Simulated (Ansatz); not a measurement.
Species: C$_{4}$H$_{3}$N, SMILES `C#CNC#C` (charge 0, multiplicity 1).

### Question
Give a relaxed geometry from Ansatz (a program for electronic structure) with B3LYP-D3(BJ)/def2-TZVP.

### Answer
the end point of this relaxation (outside a Z-matrix the atoms follow the SMILES, hydrogens last).
Cartesian coordinates (Å) in one orientation:
```xyz
8

C      1.724    -0.199     1.785
C      0.709    -0.378     1.171
N     -0.431    -0.588     0.489
C     -0.845     0.194    -0.525
C     -1.222     0.885    -1.429
H      2.622    -0.038     2.326
H     -1.006    -1.374     0.751
H     -1.552     1.499    -2.229
```
